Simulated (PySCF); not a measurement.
# Ionisation energy of Sr³⁷⁺ by level of theory

Sr³⁷⁺ 1s1 (2S) → Sr³⁸⁺ (bare nucleus), as a difference of total energies. Computed with PySCF 2.14 in an even-tempered Gaussian basis (15 s from 56 bohr⁻², ratio 2.2; 7 p from 85 bohr⁻², ratio 2.4; 4 d from 260 bohr⁻², ratio 2.4; 3 f from 380 bohr⁻², ratio 2.4; 3 g from 580 bohr⁻², ratio 2.4), with no relativity, point nucleus. The calculations carry no spin-orbit coupling.

| method | ionisation energy (eV) | difference from reference (eV) |
| --- | --- | --- |
| UHF | 19646.6 | -378.7 |
| LDA | 19602.6 | -422.7 |
| PBE | 19640.0 | -385.3 |
| PBE0 | 19641.7 | -383.6 |
| r2SCAN | 19646.6 | -378.7 |
| MN15 | 19646.1 | -379.2 |

Reference: 20025.3 eV (theoretical estimate listed by NIST; NIST Atomic Spectra Database, ionization energies).

The gap to the reference is mostly relativistic.
